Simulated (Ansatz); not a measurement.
Coupled-cluster diagnostics for Pd₂H₃, Ansatz.

Geometry of the doublet (PBE0-D4/def2-TZVP):

```csv
atom,x (Å),y (Å),z (Å)
Pd1,-1.0895,-1.1838,-0.6881
Pd2,0.7139,0.3530,0.5316
H3,0.0867,-1.4868,0.3553
H4,0.8041,1.8845,0.3159
H5,-0.5152,0.4330,-0.5146
```

In the def2 sets Pd takes a core potential; there is no spin–orbit coupling. Correlated methods freeze no core orbitals; core or outer-core shells of Pd are correlated, in sets that lack core-valence functions. Another isomer (doublet) lies 0.21 eV lower at PBE0-D4/def2-TZVP; other spin states weren't run for this one.

Estimate the CCSD(T) correlation energy, the shares of MP2 and (T), T1 and the reference's ⟨S²⟩ for: charge 0, doublet, own geometry in def2-TZVP; and the rough time on 4 threads of Intel Xeon 6975P-C on a shared host.


| state | basis | correlation (eV) | MP2 share (%) | (T) share (%) | T1 | ⟨S²⟩ (pure) | wall time | remarks |
| --- | --- | --- | --- | --- | --- | --- | --- | --- |
| charge 0, doublet, own geometry | def2-TZVP | -27.659 | 100.9 | 3.2 | 0.038 | 0.89 (0.75) | 25 s | spin-contaminated |
Customary marks for T1 are 0.02 (closed shells), 0.045 (open shells) and about 0.05 (3d metals). T1 exceeds 0.02 in 1 of 1 rows and 0.045 in 0; the higher it lies, the less the single-reference result can be trusted.
